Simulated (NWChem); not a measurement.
CH5ClOSi; SMILES O([SiH2]Cl)C

```xyz
9

Si     0.8836    -0.0704     0.1041
Cl    -0.4767    -1.6252    -0.0538
O      0.2036     1.3418    -0.4035
C     -0.9194     1.9632     0.1660
H      2.0295    -0.3367    -0.7947
H      1.2789     0.0032     1.5389
H     -0.7550     2.2147     1.2295
H     -1.1166     2.8969    -0.3807
H     -1.8156     1.3229     0.0953
```
Atoms are numbered in this order, from 1.

All runs: NWChem. Structure relaxed at the PBE0/def2-SVP level.

**Question.** Estimate the computed values for PBE/STO-3G. Quantities: highest occupied level (eV); orbital gap (eV); dipole (D).

**Answer.** 
```json
{
 "highest occupied level (eV)": "-3.32",
 "orbital gap (eV)": "6.94",
 "dipole (D)": "2.46"
}
```
